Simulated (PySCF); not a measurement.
# Reading the logs of faulty runs: BClFH2Si anion

All numbers below are calculated, not measured. They come from PySCF 2.14.0, an open-source quantum chemistry program, on an isolated molecule that a program drew, which may never have been made. The molecule is BClFH2Si anion (charge -1, singlet), drawn as the SMILES string `B[Si-](F)Cl`.

Each row is a Hartree-Fock (HF) and frozen-core CCSD(T) single point in the aug-cc-pV(D+d)Z basis, meant for a local HF minimum. Run 1 is clean. Each other run has one planted mistake out of seven kinds, and not every kind appears here: one electron removed, one electron added, multiplicity raised by two, geometry at a saddle point, minimal basis STO-3G, one bond length entered in bohr, all coordinates scaled. The reference is restricted for singlets and unrestricted otherwise, and also for a bond in bohr. Adding or removing an electron swaps singlet and doublet. Electrons count all cores. HOMO and LUMO are orbital energies over both spins, the gradient is its largest component, and the lowest frequency (negative if imaginary) is given only where the gradient is small. Bond lengths are over the 5 bonds as drawn. T1 is the CCSD diagnostic: over 0.02 (restricted) or 0.045 (unrestricted) a single reference is doubtful.

Geometry of the clean run:
```xyz
6
BClFH2Si anion, angstrom
B    -0.6066   -2.0919    0.8427
Si    0.5175   -0.8808   -0.3394
F    -0.5833    0.2024   -0.9847
Cl    0.7350   -2.1887   -2.1691
H    -1.4986   -1.6634    1.5473
H    -0.2528   -3.2227    1.0956
```

```
run  electrons  basis functions  <S^2>  HOMO (eV)  LUMO (eV)  gradient (hartree/bohr)  lowest frequency (cm^-1)  mean bond (Å)  longest bond (Å)      T1  HF (hartree)  CCSD(T) (hartree)                     mistake
  1         48              128  0.000      -2.61       3.74                  3.0e-05                       112         1.6783             2.260  0.0236    -873.82960         -874.43899                    no fault
  2         48              128  0.000      -1.75       3.93                  2.5e-05                      -160         1.6040             2.132  0.0155    -873.81937         -874.44167  geometry at a saddle point
  3         48              128  2.026      -1.81       3.83                  3.6e-02                         -         1.6783             2.260  0.0185    -873.80356         -874.40074                           ?
  4         47              128  0.779     -10.61      -0.60                  6.0e-02                         -         1.6783             2.260  0.0198    -873.77693         -874.35074                           ?
```

**Which mistake was planted in run 3, and what did it cost?**

Electrons, basis and geometry are unchanged, and <S^2> is 2.026, beside S(S+1) = 2.00 for a multiplicity of 3. So the mistake is: multiplicity raised by two. Subtracting run 1 and multiplying by 627.51 kcal/mol a hartree, the energy moved by 16.3 kcal/mol in HF and 24.0 kcal/mol in CCSD(T).

**Which mistake was planted in run 4, and what did it cost?**

It counts 47 electrons, one fewer than the clean run, at the same geometry and basis. So the mistake is: one electron removed. Subtracting run 1 and multiplying by 627.51 kcal/mol a hartree, the energy moved by 33.1 kcal/mol in HF and 55.4 kcal/mol in CCSD(T).

Cautions from the logs. Run 1: T1 is over the limit, so its CCSD(T) energy is less reliable.
